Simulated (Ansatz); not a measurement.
Start from `CS[Si]N` and change one atom or group to get `CS[Si]SC`.

Ansatz, PBE0-D4/def2-TZVP geometries, multiplicity 1. Each molecule was computed in one conformer, which needn't be the lowest.

```
                                                                                  property  `CS[Si]N`
                                                       HOMO–LUMO gap (PBE/def2-TZVPP) / eV       3.55
                                                         LUMO energy (PBE/def2-TZVPP) / eV      -1.87
                                                         HOMO energy (PBE/def2-TZVPP) / eV      -5.42
ideal-gas entropy at 298 K and 1 bar (rigid rotor, harmonic PBE0-D4/def2-TZVP) / J/(mol·K)        332
                                            size of the dipole moment (PBE/def2-TZVPP) / D       0.72
                                        size of the dipole moment (ωB97M-V/def2-TZVPP) / D       0.74
```

Question: What does the change do to each property? (Estimate.)

Answer: Ansatz gave: 
```tsv
property	`CS[Si]SC`	shift
HOMO–LUMO gap (PBE/def2-TZVPP) / eV	2.73	-0.82
LUMO energy (PBE/def2-TZVPP) / eV	-2.79	-0.92
HOMO energy (PBE/def2-TZVPP) / eV	-5.51	-0.09
ideal-gas entropy at 298 K and 1 bar (rigid rotor, harmonic PBE0-D4/def2-TZVP) / J/(mol·K)	367	35
size of the dipole moment (PBE/def2-TZVPP) / D	3.14	2.42
size of the dipole moment (ωB97M-V/def2-TZVPP) / D	2.86	2.12
```

With PBE0 the HOMO falls by 0.08 eV and the LUMO falls by 0.95 eV, so the gap narrows by about 0.87 eV. PBE moves the HOMO by -0.09 eV and ωB97M-V by -0.07 eV. The zero-point energy changes by 35.3 kJ/mol with +6 modes. Dipoles are sizes alone; their direction can turn.
